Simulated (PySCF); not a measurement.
C2H2Cl2, SMILES Cl/C=C\Cl. Atoms are numbered in the order given.

```xyz
6

Cl     0.0000     1.6263    -0.4544
C      0.0000     0.6663     0.9695
C      0.0000    -0.6663     0.9695
Cl     0.0000    -1.6263    -0.4544
H      0.0000     1.2258     1.9077
H      0.0000    -1.2258     1.9077
```
Charge 0, spin multiplicity 1.

Geometry: ωB97X-D3(BJ)/def2-SVP.

All values below come from PySCF with B3LYP/pcJ-1.

Isotropic couplings with Fermi-contact, spin-dipole and both spin-orbit terms, one fixed conformer, no vibrational averaging. Isotopes: 13C, 1H.

Q: Estimate the spin–spin coupling constants. (The exact figures need the calculation; the answer reports its results.)

A: 
| pair | bonds apart | J (Hz) |
|---|---|---|
| C2–C3 | 1 | 98.1 |
| C2–H5 | 1 | 209.1 |
| C3–H6 | 1 | 209.1 |
| C2–H6 | 2 | 17.9 |
| C3–H5 | 2 | 17.9 |
| H5–H6 | 3 | 6.2 |
